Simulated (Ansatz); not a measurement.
Basis-set extrapolation for C₃H₆AlNO, SMILES `CO[C]1=N[CH2][AlH]1` (PBE0-D4/def2-TZVP geometry, frozen core, the Gaussian-basis code of Ansatz). Multiplicity 1, RHF reference.

```csv
,def2-TZVPP,def2-QZVPP
HF,-488.364747,-488.383031
MP2 correlation,-1.002891,-1.072691
CCSD(T) correlation,-1.082866,not run
```

Energies in hartree. Use E(X) = E(∞) + A·exp(−7.88·√X) for Hartree–Fock and E(X) = E(∞) + B·X^(−2.97) for correlation, with X = 3 and 4, and add CCSD(T) minus MP2 of the smaller set to the MP2 limit.

Q: What is the CCSD(T) energy at the basis-set limit?

A: HF limit: -488.383031 + (-0.018284) × 0.13774 = -488.38555. MP2 limit: -1.072691 + (-0.069800) × 0.74074 = -1.12439. Higher-order term: -1.082866 − (-1.002891) = -0.07998. Total: -489.58992 hartree, 3.87 eV below CCSD(T)/def2-TZVPP.
